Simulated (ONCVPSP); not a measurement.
## An all-electron radial function and its pseudo partner (Al)

Columns: radius, all-electron u(r) and pseudo u(r) of the 3p shell (level -2.69 eV) of aluminium in the configuration [Ne] 3s2 3p1; PBEsol, scalar-relativistic, ONCV scheme, ONCVPSP 4.0.1.

```json
{"r (bohr)": "0.105", "all-electron": "-0.0784", "pseudo": "0.0026"}
{"r (bohr)": "0.210", "all-electron": "-0.1700", "pseudo": "0.0104"}
{"r (bohr)": "0.315", "all-electron": "-0.2118", "pseudo": "0.0230"}
{"r (bohr)": "0.420", "all-electron": "-0.2073", "pseudo": "0.0402"}
{"r (bohr)": "0.525", "all-electron": "-0.1712", "pseudo": "0.0616"}
{"r (bohr)": "0.630", "all-electron": "-0.1167", "pseudo": "0.0871"}
{"r (bohr)": "0.735", "all-electron": "-0.0530", "pseudo": "0.1161"}
{"r (bohr)": "0.840", "all-electron": "0.0141", "pseudo": "0.1481"}
{"r (bohr)": "0.945", "all-electron": "0.0806", "pseudo": "0.1824"}
{"r (bohr)": "1.050", "all-electron": "0.1443", "pseudo": "0.2180"}
{"r (bohr)": "1.155", "all-electron": "0.2038", "pseudo": "0.2544"}
{"r (bohr)": "1.260", "all-electron": "0.2585", "pseudo": "0.2910"}
{"r (bohr)": "1.365", "all-electron": "0.3082", "pseudo": "0.3274"}
{"r (bohr)": "1.470", "all-electron": "0.3528", "pseudo": "0.3631"}
{"r (bohr)": "1.575", "all-electron": "0.3926", "pseudo": "0.3974"}
{"r (bohr)": "1.680", "all-electron": "0.4276", "pseudo": "0.4294"}
{"r (bohr)": "1.785", "all-electron": "0.4578", "pseudo": "0.4583"}
{"r (bohr)": "1.890", "all-electron": "0.4834", "pseudo": "0.4835"}
{"r (bohr)": "1.995", "all-electron": "0.5048", "pseudo": "0.5048"}
{"r (bohr)": "2.100", "all-electron": "0.5220", "pseudo": "0.5220"}
{"r (bohr)": "2.205", "all-electron": "0.5356", "pseudo": "0.5356"}
{"r (bohr)": "2.310", "all-electron": "0.5458", "pseudo": "0.5458"}
{"r (bohr)": "2.415", "all-electron": "0.5528", "pseudo": "0.5528"}
{"r (bohr)": "2.520", "all-electron": "0.5570", "pseudo": "0.5570"}
{"r (bohr)": "2.625", "all-electron": "0.5587", "pseudo": "0.5587"}
{"r (bohr)": "2.730", "all-electron": "0.5582", "pseudo": "0.5582"}
```

Problem. How many radial nodes do the two functions have?

Solution. The all-electron 3p function has n − l − 1 = 1; the pseudo-wave has 0, since the states of the same l below it are removed with the core.

Problem. At about which radius was the pseudo-wave matched?

Solution. 2.10 bohr. The columns agree to 0.0005 from 1.89 bohr on; several derivatives are matched, so the curves merge somewhat inside the radius.

Problem. Is the pseudo-wave norm-conserving?

Solution. Yes: the ONCV scheme keeps the norm inside the radius equal to the all-electron one, which fixes the energy derivative of the logarithmic derivative at the level.
